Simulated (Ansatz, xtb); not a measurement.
Relative energy of two isomers of C5H6O2S

Structure I is `COc1cc(O)cs1`, a singlet and structure II is `COc1ccc(O)s1`, a singlet. Both are isolated molecules in the gas phase, relaxed with PBE-D3(BJ)/def2-SVP, each in the lowest conformer that the search found.

Quicker runs give these differences E(II) − E(I): GFN2-xTB +4.0 kcal/mol; HF/STO-3G −3.3 kcal/mol (at GFN2-xTB geometries); r2SCAN-D4/def2-SVP +3.2 kcal/mol (at GFN2-xTB geometries).

Q: Which of the two would you expect CCSD(T)/def2-SVP + ΔMP2/def2-TZVPP electronic energies to favour?

A: Structure I; the calculation gives E(II) − E(I) = +3.0 kcal/mol.

How the difference moves with the method:

```csv
level,geometry,E(II) − E(I) (kcal/mol),departure from the last row (kcal/mol),"job, with rough time for the two"
GFN2-xTB,GFN2-xTB,+4.0,+1.0,"optimisation, 0.15 s"
HF/STO-3G,GFN2-xTB,−3.3,−6.2,"single point, 0.75 s"
r2SCAN-D4/def2-SVP,GFN2-xTB,+3.2,+0.2,"single point, 9.6 s"
PBE-D3(BJ)/def2-SVP,PBE-D3(BJ)/def2-SVP,+2.8,−0.2,"optimisation, 28 s"
HF/def2-SVP,PBE-D3(BJ)/def2-SVP,+2.1,−0.9,part of the CCSD(T) run
MP2/def2-SVP,PBE-D3(BJ)/def2-SVP,+1.8,−1.1,part of the CCSD(T) run
CCSD(T)/def2-SVP,PBE-D3(BJ)/def2-SVP,+1.8,−1.2,single point
CCSD(T)/def2-SVP + ΔMP2/def2-TZVPP,PBE-D3(BJ)/def2-SVP,+3.0,,"single point, 4 min"
```

As drawn, both hold the same kinds of bond in the same numbers.

HF/STO-3G puts the two in the other order. The largest departure from CCSD(T)/def2-SVP + ΔMP2/def2-TZVPP is that of HF/STO-3G, 6.2 kcal/mol. The last row adds to CCSD(T) the change of the MP2 difference between the two basis sets, here +1.2 kcal/mol.

With thermal terms from frequencies at re-optimised GFN2-xTB minima (ideal gas, soft modes damped towards free rotors, one conformer each, 298.15 K, 1 atm): on the last row, ΔE + ΔZPE = +2.9, ΔH = +2.9, ΔG = +2.8 kcal/mol.

The correlated steps freeze 12 core orbitals. Run with Ansatz 0.2.0, xtb 6.7.1; the last row on 2 threads of Arm Neoverse V1 on a shared host.
